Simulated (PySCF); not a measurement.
Molecule: SMILES [SiH3]C[Si@@H]([SiH3])P, CH11PSi3.

Geometry (Å), atoms numbered from 1 in this order:
```xyz
16

Si   -2.060   -1.054   -0.008
C    -1.019   -0.384    1.410
Si    0.597    0.466    0.920
Si    1.941   -0.947   -0.387
P     0.329    2.379   -0.272
H    -2.545    0.058   -0.881
H    -1.240   -1.984   -0.846
H    -3.246   -1.801    0.512
H    -1.627    0.325    1.998
H    -0.768   -1.225    2.081
H     1.351    0.851    2.156
H     1.412   -1.021   -1.785
H     3.342   -0.428   -0.436
H     1.957   -2.331    0.185
H    -0.721    2.881    0.559
H    -0.571    1.781   -1.207
```

Geometry PBE0-D3(BJ)/def2-SVP throughout; GIAO in PySCF, gas phase, one conformer, non-relativistic; equivalent atoms averaged; basis pcSseg-1.

For orientation, wB97X-D gives these absolute shieldings σ: Si3 397.3, Si1 423.3, Si4 455.2, C2 193.2, P5 584.4, H11 26.94, H6/H7/H8 27.47, H12/H13/H14 27.85, H15/H16 29.62 ppm.

A run gave: Si3 366.8, Si1 402.0, Si4 424.2, C2 178.3, P5 528.5, H11 27.75, H6/H7/H8 28.22, H12/H13/H14 28.54, H15/H16 30.10 ppm (absolute shieldings σ).

Which functional was used in that run?
A. WP04
B. PBE
C. PBE0
D. BHandHLYP
E. BLYP

## Answers

A. P5 tells them apart best: WP04 gives 528.5, PBE gives 569.6, PBE0 gives 587.2, BHandHLYP gives 581.4, BLYP gives 546.6 ppm.
